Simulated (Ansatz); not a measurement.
Ansatz (a program for electronic structure) input (B3LYP-D3(BJ)/def2-TZVP):

Ansatz 0.2 input:
```yaml
crystal:
  periodic: [false, false, false]
  atoms:
    - {symbol: C, position_ang: [1.97220925, -0.19224347, -0.33434812]}
    - {symbol: Ge, position_ang: [-0.19670509, -0.17124740, 0.40186647]}
    - {symbol: O, position_ang: [-0.86672996, -1.02546531, -1.12788055]}
    - {symbol: O, position_ang: [-0.45994995, 1.66082020, -0.04119827]}
    - {symbol: O, position_ang: [-2.11800198, -0.37461473, 1.34752563]}
    - {symbol: H, position_ang: [1.88196536, -0.15314446, -1.40712948]}
    - {symbol: H, position_ang: [2.45761937, 0.69090571, 0.05481511]}
    - {symbol: H, position_ang: [2.47817453, -1.09390429, -0.01289359]}
    - {symbol: H, position_ang: [-1.77149701, -1.22215467, -0.90211689]}
    - {symbol: H, position_ang: [-1.38414746, 1.73369036, -0.26324346]}
    - {symbol: H, position_ang: [-2.11151063, 0.18468943, 2.12106231]}
basis:
  gaussian:
    orbitals: def2-TZVP
hamiltonian:
  xc: b3lyp
  dispersion: d3bj
total_charge: -1
magnetization: {spin_polarized: true, initial_magnetization: 1}
relax: {f_tol: 0.002, max_steps: 150}
```

Output:

```
Functional definition: B3LYP
integrals: 0.14 GiB planned
1286 factors; their error is unknown
mean field: 1.84 GiB planned
mean field evaluation 1: about -63787.9068 eV, gradient 5.8e1 eV
mean field evaluation 2: about -63762.2591 eV, gradient 1.0e2 eV
mean field evaluation 4: about -63800.0855 eV, gradient 7.3e0 eV
mean field evaluation 8: about -63800.3259 eV, gradient 1.9e-1 eV
mean field evaluation 16: about -63800.5409 eV, gradient 4.3e-3 eV
mean field -63800.54091185 eV, -2344.6266329507 hartree, gradient 3.1e-5 eV, S^2 0.756789; 0 other end points of the search recorded, 0 dependent functions left out
the calculation of the forces begins
reference -63800.54118681 eV, -2344.6266430552 hartree; 35, 34 occupied and 173, 174 virtual orbitals, 1286 factors
relax step   1: F+E_penalty+E_count = -63800.87888028 eV  Δ(F+E_penalty+E_count) = +0.000e0 eV  max|allowed force component| = 1.011e0 eV/Å  Δτ_max = 0.0000 Å  (36 SCF iters, accepted)
these checks for a lower state are left out or cut short: starts, cluster_reference, orbital_swaps, neighbouring_geometries, increment
integrals: 0.14 GiB planned
1286 factors; their error is unknown
mean field: 1.85 GiB planned
mean field -63800.71911506 eV, -2344.6331817978 hartree, gradient 4.4e-5 eV, S^2 0.754733; 0 other end points of the search recorded, 0 dependent functions left out
the calculation of the forces begins
reference -63800.71938875 eV, -2344.6331918558 hartree; 35, 34 occupied and 173, 174 virtual orbitals, 1286 factors
relax step   2: F+E_penalty+E_count = -63801.06110779 eV  Δ(F+E_penalty+E_count) = -1.822e-1 eV  max|allowed force component| = 7.085e-1 eV/Å  Δτ_max = 0.1922 Å  (36 SCF iters, accepted)
these checks for a lower state are left out or cut short: starts, cluster_reference, orbital_swaps, neighbouring_geometries, increment
integrals: 0.14 GiB planned
1286 factors; their error is unknown
mean field: 1.86 GiB planned
mean field evaluation 32: about -63800.7705 eV, gradient 3.0e-1 eV
mean field -63800.77119608 eV, -2344.6350957398 hartree, gradient 1.4e-5 eV, S^2 0.753663; 0 other end points of the search recorded, 0 dependent functions left out
the calculation of the forces begins
reference -63800.77146742 eV, -2344.6351057114 hartree; 35, 34 occupied and 173, 174 virtual orbitals, 1286 factors
relax step   3: F+E_penalty+E_count = -63801.11813946 eV  Δ(F+E_penalty+E_count) = -5.703e-2 eV  max|allowed force component| = 6.809e-1 eV/Å  Δτ_max = 0.1089 Å  (37 SCF iters, accepted)
these checks for a lower state are left out or cut short: starts, cluster_reference, orbital_swaps, neighbouring_geometries, increment
integrals: 0.14 GiB planned
1286 factors; their error is unknown
mean field: 1.86 GiB planned
mean field -63800.79585646 eV, -2344.6360019922 hartree, gradient 1.9e-5 eV, S^2 0.753646; 0 other end points of the search recorded, 0 dependent functions left out
the calculation of the forces begins
reference -63800.79612830 eV, -2344.6360119821 hartree; 35, 34 occupied and 173, 174 virtual orbitals, 1286 factors
relax step   4: F+E_penalty+E_count = -63801.14106732 eV  Δ(F+E_penalty+E_count) = -2.293e-2 eV  max|allowed force component| = 4.896e-1 eV/Å  Δτ_max = 0.0576 Å  (34 SCF iters, accepted)
these checks for a lower state are left out or cut short: starts, cluster_reference, orbital_swaps, neighbouring_geometries, increment
integrals: 0.14 GiB planned
1286 factors; their error is unknown
mean field: 1.86 GiB planned
mean field -63800.82452051 eV, -2344.6370553767 hartree, gradient 2.0e-5 eV, S^2 0.753592; 0 other end points of the search recorded, 0 dependent functions left out
the calculation of the forces begins
reference -63800.82479379 eV, -2344.6370654196 hartree; 35, 34 occupied and 173, 174 virtual orbitals, 1286 factors
relax step   5: F+E_penalty+E_count = -63801.16899505 eV  Δ(F+E_penalty+E_count) = -2.793e-2 eV  max|allowed force component| = 9.221e-2 eV/Å  Δτ_max = 0.2000 Å  (39 SCF iters, accepted)
these checks for a lower state are left out or cut short: starts, cluster_reference, orbital_swaps, neighbouring_geometries, increment
integrals: 0.14 GiB planned
1286 factors; their error is unknown
mean field: 1.86 GiB planned
[...]
mean field -63800.82261575 eV, -2344.6369853779 hartree, gradient 2.0e-5 eV, S^2 0.753473; 0 other end points of the search recorded, 0 dependent functions left out
the calculation of the forces begins
reference -63800.82288882 eV, -2344.6369954133 hartree; 35, 34 occupied and 173, 174 virtual orbitals, 1286 factors
relax step   6: F+E_penalty+E_count = -63801.16651666 eV  Δ(F+E_penalty+E_count) = +2.478e-3 eV  max|allowed force component| = 1.543e-1 eV/Å  Δτ_max = 0.0531 Å  (36 SCF iters, rejected (line search))
these checks for a lower state are left out or cut short: starts, cluster_reference, orbital_swaps, neighbouring_geometries, increment
integrals: 0.14 GiB planned
1286 factors; their error is unknown
mean field: 1.86 GiB planned
mean field evaluation 64: about -63800.8267 eV, gradient 2.0e-5 eV
mean field -63800.82669935 eV, -2344.6371354477 hartree, gradient 2.0e-5 eV, S^2 0.753568; 0 other end points of the search recorded, 0 dependent functions left out
the calculation of the forces begins
reference -63800.82697270 eV, -2344.6371454930 hartree; 35, 34 occupied and 173, 174 virtual orbitals, 1286 factors
relax step   7: F+E_penalty+E_count = -63801.17101453 eV  Δ(F+E_penalty+E_count) = -2.019e-3 eV  max|allowed force component| = 2.172e-1 eV/Å  Δτ_max = 0.0259 Å  (35 SCF iters, accepted)
these checks for a lower state are left out or cut short: starts, cluster_reference, orbital_swaps, neighbouring_geometries, increment
integrals: 0.14 GiB planned
1286 factors; their error is unknown
mean field: 1.86 GiB planned
mean field -63800.82985817 eV, -2344.6372515322 hartree, gradient 2.1e-5 eV, S^2 0.753531; 0 other end points of the search recorded, 0 dependent functions left out
the calculation of the forces begins
reference -63800.83013162 eV, -2344.6372615810 hartree; 35, 34 occupied and 173, 174 virtual orbitals, 1286 factors
relax step   8: F+E_penalty+E_count = -63801.17418768 eV  Δ(F+E_penalty+E_count) = -3.173e-3 eV  max|allowed force component| = 4.713e-2 eV/Å  Δτ_max = 0.0628 Å  (34 SCF iters, accepted)
these checks for a lower state are left out or cut short: starts, cluster_reference, orbital_swaps, neighbouring_geometries, increment
integrals: 0.14 GiB planned
1286 factors; their error is unknown
mean field: 1.86 GiB planned
mean field -63800.82738612 eV, -2344.6371606858 hartree, gradient 1.6e-5 eV, S^2 0.753564; 0 other end points of the search recorded, 0 dependent functions left out
the calculation of the forces begins
reference -63800.82766022 eV, -2344.6371707590 hartree; 35, 34 occupied and 173, 174 virtual orbitals, 1286 factors
relax step   9: F+E_penalty+E_count = -63801.17142110 eV  Δ(F+E_penalty+E_count) = +2.767e-3 eV  max|allowed force component| = 1.849e-1 eV/Å  Δτ_max = 0.0266 Å  (36 SCF iters, rejected (line search))
these checks for a lower state are left out or cut short: starts, cluster_reference, orbital_swaps, neighbouring_geometries, increment
integrals: 0.14 GiB planned
1286 factors; their error is unknown
mean field: 1.86 GiB planned
mean field -63800.83042533 eV, -2344.6372723749 hartree, gradient 1.8e-5 eV, S^2 0.753526; 0 other end points of the search recorded, 0 dependent functions left out
the calculation of the forces begins
reference -63800.83069905 eV, -2344.6372824336 hartree; 35, 34 occupied and 173, 174 virtual orbitals, 1286 factors
relax step  10: F+E_penalty+E_count = -63801.17466497 eV  Δ(F+E_penalty+E_count) = -4.773e-4 eV  max|allowed force component| = 1.946e-2 eV/Å  Δτ_max = 0.0133 Å  (35 SCF iters, accepted)
these checks for a lower state are left out or cut short: starts, cluster_reference, orbital_swaps, neighbouring_geometries, increment
integrals: 0.14 GiB planned
1286 factors; their error is unknown
mean field: 1.86 GiB planned
mean field -63800.83077973 eV, -2344.6372853988 hartree, gradient 2.4e-5 eV, S^2 0.753520; 0 other end points of the search recorded, 0 dependent functions left out
the calculation of the forces begins
reference -63800.83105413 eV, -2344.6372954827 hartree; 35, 34 occupied and 173, 174 virtual orbitals, 1286 factors
relax step  11: F+E_penalty+E_count = -63801.17491929 eV  Δ(F+E_penalty+E_count) = -2.543e-4 eV  max|allowed force component| = 1.287e-1 eV/Å  Δτ_max = 0.0503 Å  (34 SCF iters, accepted)
these checks for a lower state are left out or cut short: starts, cluster_reference, orbital_swaps, neighbouring_geometries, increment
integrals: 0.14 GiB planned
1286 factors; their error is unknown
mean field: 1.86 GiB planned
mean field evaluation 96: about -63800.8309 eV, gradient 2.7e-1 eV
mean field -63800.83105228 eV, -2344.6372954147 hartree, gradient 1.7e-5 eV, S^2 0.753520; 0 other end points of the search recorded, 0 dependent functions left out
the calculation of the forces begins
reference -63800.83132665 eV, -2344.6373054976 hartree; 35, 34 occupied and 173, 174 virtual orbitals, 1286 factors
relax step  12: F+E_penalty+E_count = -63801.17518018 eV  Δ(F+E_penalty+E_count) = -2.609e-4 eV  max|allowed force component| = 4.234e-2 eV/Å  Δτ_max = 0.0141 Å  (35 SCF iters, accepted)
these checks for a lower state are left out or cut short: starts, cluster_reference, orbital_swaps, neighbouring_geometries, increment
integrals: 0.14 GiB planned
1286 factors; their error is unknown
mean field: 1.86 GiB planned
mean field -63800.83106799 eV, -2344.6372959920 hartree, gradient 1.7e-5 eV, S^2 0.753522; 0 other end points of the search recorded, 0 dependent functions left out
the calculation of the forces begins
reference -63800.83134239 eV, -2344.6373060760 hartree; 35, 34 occupied and 173, 174 virtual orbitals, 1286 factors
relax step  13: F+E_penalty+E_count = -63801.17524747 eV  Δ(F+E_penalty+E_count) = -6.729e-5 eV  max|allowed force component| = 3.286e-3 eV/Å  Δτ_max = 0.0081 Å  (36 SCF iters, accepted)
these checks for a lower state are left out or cut short: starts, cluster_reference, orbital_swaps, neighbouring_geometries, increment
integrals: 0.14 GiB planned
1286 factors; their error is unknown
mean field: 1.86 GiB planned
mean field -63800.83108210 eV, -2344.6372965106 hartree, gradient 1.7e-5 eV, S^2 0.753520; 0 other end points of the search recorded, 0 dependent functions left out
the calculation of the forces begins
reference -63800.83135656 eV, -2344.6373065969 hartree; 35, 34 occupied and 173, 174 virtual orbitals, 1286 factors
relax step  14: F+E_penalty+E_count = -63801.17526431 eV  Δ(F+E_penalty+E_count) = -1.685e-5 eV  max|allowed force component| = 7.554e-3 eV/Å  Δτ_max = 0.0095 Å  (36 SCF iters, accepted)
these checks for a lower state are left out or cut short: starts, cluster_reference, orbital_swaps, neighbouring_geometries, increment
integrals: 0.14 GiB planned
1286 factors; their error is unknown
mean field: 1.86 GiB planned
mean field -63800.83107736 eV, -2344.6372963365 hartree, gradient 2.0e-5 eV, S^2 0.753519; 0 other end points of the search recorded, 0 dependent functions left out
the calculation of the forces begins
reference -63800.83135184 eV, -2344.6373064233 hartree; 35, 34 occupied and 173, 174 virtual orbitals, 1286 factors
relax step  15: F+E_penalty+E_count = -63801.17526807 eV  Δ(F+E_penalty+E_count) = -3.760e-6 eV  max|allowed force component| = 3.176e-3 eV/Å  Δτ_max = 0.0062 Å  (28 SCF iters, accepted)
these checks for a lower state are left out or cut short: starts, cluster_reference, orbital_swaps, neighbouring_geometries, increment
integrals: 0.14 GiB planned
1286 factors; their error is unknown
mean field: 1.86 GiB planned
mean field -63800.83107271 eV, -2344.6372961655 hartree, gradient 9.7e-6 eV, S^2 0.753519; 0 other end points of the search recorded, 0 dependent functions left out
the calculation of the forces begins
reference -63800.83134720 eV, -2344.6373062527 hartree; 35, 34 occupied and 173, 174 virtual orbitals, 1286 factors
relax step  16: F+E_penalty+E_count = -63801.17526920 eV  Δ(F+E_penalty+E_count) = -1.124e-6 eV  max|allowed force component| = 1.712e-3 eV/Å  Δτ_max = 0.0020 Å  (28 SCF iters, accepted)
integrals: 0.14 GiB planned
1286 factors; their error is unknown
mean field: 1.86 GiB planned
mean field evaluation 128: about -63800.8311 eV, gradient 1.4e-5 eV
mean field -63800.83107271 eV, -2344.6372961655 hartree, gradient 1.4e-5 eV, S^2 0.753519; 1 other end points of the search recorded, 0 dependent functions left out
the calculation of the forces begins
reference -63800.83134720 eV, -2344.6373062527 hartree; 35, 34 occupied and 173, 174 virtual orbitals, 1286 factors
Total energy: -63801.17554368 eV, -2344.6499552404 hartree
Atom 0 at     1.816868    -0.151353    -0.299722 Å, force     0.001308    -0.000430     0.000261 eV/Å
Atom 1 at    -0.171463    -0.049297     0.332747 Å, force     0.001684    -0.000573     0.000656 eV/Å
Atom 2 at    -0.768040    -1.253301    -0.943225 Å, force    -0.001144     0.000823     0.000470 eV/Å
Atom 3 at    -0.427942     1.656260    -0.344411 Å, force    -0.001060     0.000378    -0.000895 eV/Å
Atom 4 at    -2.038731     0.012810     1.094821 Å, force     0.000212    -0.000933     0.000509 eV/Å
Atom 5 at     1.816341     0.069265    -1.370171 Å, force    -0.000374     0.000154    -0.000207 eV/Å
Atom 6 at     2.410830     0.588077     0.239453 Å, force    -0.000099     0.000017     0.000138 eV/Å
Atom 7 at     2.207255    -1.154047    -0.119530 Å, force    -0.000208     0.000022     0.000312 eV/Å
Atom 8 at    -1.701914    -1.344941    -0.721167 Å, force    -0.000338    -0.000507    -0.000184 eV/Å
Atom 9 at    -1.327319     1.858773    -0.061711 Å, force    -0.000054     0.000446     0.000653 eV/Å
Atom 10 at    -1.934457    -0.194914     2.029375 Å, force     0.000072     0.000603    -0.001712 eV/Å
Dipole moment:     0.015460    -0.083357     0.393178 e Å
```
